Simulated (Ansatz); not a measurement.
Relaxation of CH6BClFN (11 atoms, charge 0, multiplicity 1), to a largest force component of 0.03 eV/Å in at most 50 steps.

These are results of RHF/def2-SVP in Ansatz 0.2.0, not measurements.

```xyz
11
Properties=species:S:1:pos:R:3
B 0.092 0.693 -0.328
Cl 0.007 -0.584 2.467
C 1.442 -0.004 -0.730
H 1.381 -1.084 -0.589
H 1.625 0.175 -1.796
H 2.303 0.373 -0.176
F -1.072 0.146 -0.657
N 0.013 2.006 0.347
H 0.818 2.591 0.439
H -0.854 2.506 0.355
H -0.037 0.710 2.196
```

**Question.** Where does it end, and by what steps?

**Answer.** The forces met the threshold. After 16 steps the energy has fallen by 0.252 eV; Cl2 moved furthest, 0.95 Å.

| step | energy less start (eV) | largest force component (eV/Å) | accepted |
| --- | --- | --- | --- |
| 0 | 0.0000 | 2.086 | yes |
| 1 | -0.1396 | 1.066 | yes |
| 2 | -0.1619 | 1.416 | yes |
| 3 | -0.1921 | 0.808 | yes |
| 4 | -0.2361 | 0.309 | yes |
| 5 | -0.1502 | 1.501 | no |
| 6 | -0.2440 | 0.174 | yes |
| 7 | -0.2472 | 0.108 | yes |
| 8 | -0.2486 | 0.084 | yes |
| 9 | -0.2494 | 0.066 | yes |
| 10 | -0.2499 | 0.079 | yes |
| 11 | -0.2504 | 0.084 | yes |
| 12 | -0.2508 | 0.074 | yes |
| 13 | -0.2512 | 0.071 | yes |
| 14 | -0.2515 | 0.058 | yes |
| 15 | -0.2517 | 0.041 | yes |
| 16 | -0.2521 | 0.023 | yes |

```xyz
11
Properties=species:S:1:pos:R:3
B 0.115 0.769 -0.557
Cl -0.027 -0.201 3.335
C 1.467 0.040 -0.911
H 1.375 -1.031 -0.709
H 1.671 0.142 -1.981
H 2.329 0.421 -0.359
F -1.013 0.349 -1.132
N -0.001 1.837 0.351
H 0.795 2.308 0.728
H -0.859 2.341 0.453
H -0.135 0.551 2.310
```

Time of the run: 12 s on 2 threads of AMD EPYC 9R45 96-Core Processor (Zen 5) (shared host), peak memory 0.22 GiB.
